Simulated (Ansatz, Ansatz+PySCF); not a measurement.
```xyz
2

C     0.0000    0.0000    0.0000
C     0.0000    0.0000    1.5800
```

Basis set: def2-SVP (spherical functions). Frozen core: 2 orbitals. Charge 0, multiplicity 1.

Computed with Ansatz (development build ahead of 0.2.0); each method stands on the lowest determinant of its kind that the runs found. Restricted open shells among the atoms or ions are ROHF, correlated in semicanonical orbitals with singles.

(1) Give the atomization energy at this shape (free ground-state atoms in the same class of orbitals less the molecule, no zero-point energy) of singlet C2 by RHF-MP2, UHF-MP2, RHF, UHF.

## Answers

(1)

```csv
method,atomization energy
RHF-MP2,336.3 kJ/mol
UHF-MP2,319.6 kJ/mol
RHF,104.2 kJ/mol
UHF,225.7 kJ/mol
```

Caution for RHF-MP2, RHF: an unrestricted determinant lies well below. Caution for RHF-MP2, UHF-MP2: bonds are stretched, where a single reference can fail. Caution for RHF-MP2: other determinants can give a lower correlated total. Caution for UHF-MP2, UHF: the unrestricted determinant is a mixture of spin states.
